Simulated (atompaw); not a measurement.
**An all-electron radial function and its pseudo partner (Zr (Z = 40))**

Columns: radius, all-electron u(r) and pseudo u(r) of the 4d shell (level -3.97 eV) of zirconium in the configuration [Ar] 3d10 4s2 4p6 4d2 5s2 5p0; PBEsol, non-relativistic, PAW (atompaw) scheme, atompaw 4.2.0.5.

```
r (bohr)  all-electron   pseudo
   0.112        0.1198  -0.0004
   0.223        0.2836  -0.0030
   0.335        0.2947  -0.0099
   0.446        0.1887  -0.0227
   0.558        0.0311  -0.0429
   0.669       -0.1322  -0.0709
   0.781       -0.2821  -0.1072
   0.892       -0.4073  -0.1506
   1.004       -0.5076  -0.2006
   1.115       -0.5820  -0.2547
   1.227       -0.6349  -0.3117
   1.338       -0.6686  -0.3682
   1.450       -0.6873  -0.4225
   1.562       -0.6937  -0.4718
   1.673       -0.6908  -0.5135
   1.785       -0.6808  -0.5469
   1.896       -0.6658  -0.5701
   2.008       -0.6469  -0.5834
   2.119       -0.6257  -0.5868
   2.231       -0.6029  -0.5815
   2.342       -0.5793  -0.5691
   2.454       -0.5552  -0.5513
   2.565       -0.5314  -0.5303
   2.677       -0.5077  -0.5075
   2.788       -0.4846  -0.4846
   2.900       -0.4619  -0.4619
```

Question: How many radial nodes do the two functions have?

Answer: The all-electron 4d function has n − l − 1 = 1; the pseudo-wave has 0, since the states of the same l below it are removed with the core.

Question: Is the pseudo-wave norm-conserving?

Answer: No, it belongs to a PAW set: the norm inside the radius is not constrained, and the difference is carried by the augmentation charge.
